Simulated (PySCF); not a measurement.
A calculated (UHF, PySCF 2.14, pcseg-2, no relativity, point nucleus) atom or ion has these occupied shells.

| shell | electrons | orbital energy (eV) | rms radius, mean of both spins (bohr) |
| --- | --- | --- | --- |
| 1s α | 1 | -11778.1 | 0.0537 |
| 1s β | 1 | -11777.9 | 0.0537 |
| 2s α | 1 | -1539.9 | 0.224 |
| 2s β | 1 | -1539.8 | 0.224 |
| 2p α | 3 | -1372.5 | 0.198 |
| 2p β | 3 | -1372.3 | 0.198 |
| 3s α | 1 | -228.19 | 0.650 |
| 3s β | 1 | -227.87 | 0.650 |
| 3p α | 3 | -169.79 | 0.672 |
| 3p β | 3 | -169.34 | 0.672 |
| 3d α | 5 | -67.224 | 0.746 |
| 3d β | 5 | -67.002 | 0.746 |
| 4s α | 1 | -29.905 | 2.10 |
| 4s β | 1 | -24.803 | 2.10 |
| 4p α | 2 | -18.458 | 2.49 |

(1) Name the element and its charge.

## Answers

(1) As⁺ (arsenic, charge +1), in [Ar] 3d10 4s2 4p2, high-spin 3P determinant.
